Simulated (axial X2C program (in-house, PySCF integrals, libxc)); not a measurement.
Worked dissociation energy of HgB⁺: HF, spin-free

Calculated with an in-house relativistic program for diatomic molecules. Spin-free means the one-electron spin-free X2C Hamiltonian. Basis: Hg dyall-cv3z [13s14p9d6f4g], B dyall-v3z [7s6p2d1f] (cores contracted in-house); Gaussian nuclei, density fitting, unrestricted open shells. Masses: Hg 201.971 u, B 11.009 u.

Molecular state: M_S = 0, Λ = 0 (closed shell).

```
E(Hg) (2M_S = 0, M_L = 0) : -19620.161773 hartree
E(B+) (2M_S = 0, M_L = 0) : -24.244392 hartree
E(HgB⁺) at Re             : -19644.443476 hartree
ωe                        : 264.1 cm⁻¹
ωexe                      : 2.01 cm⁻¹
```

**Question.** Work out De and D0.

**Answer.** De = -19620.161773 + (-24.244392) − (-19644.443476) = 0.03731 hartree = 1.015 eV. The zero-point energy is ωe/2 − ωexe/4 = 132 cm⁻¹ = 0.016 eV, so D0 = 0.999 eV.

The state is a single determinant with fixed occupations, the lowest that a limited PBE0 search found. De is counted from the lowest determinant-based energies of the atoms at the same level, without counterpoise correction.

Hartree–Fock lacks correlation and underbinds, often by eV.

Each atomic determinant is the lowest at this level and need not be a pure term. Totals compare only within one Hamiltonian and basis.
